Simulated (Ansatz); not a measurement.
**Question.** Name a neutral molecule of B, C, O, S and H with LUMO energy (PBE/def2-TZVPP) between -1.15 and -0.85 eV and zero-point energy (PBE0-D4/def2-TZVP) between 160 and 176 kJ/mol (Ansatz, PBE0-D4/def2-TZVP geometry).

**Answer.** `COBS` (-0.95 eV, 172.2 kJ/mol). Other molecules can fit too; these were computed, each in one conformer that needn't be the lowest.
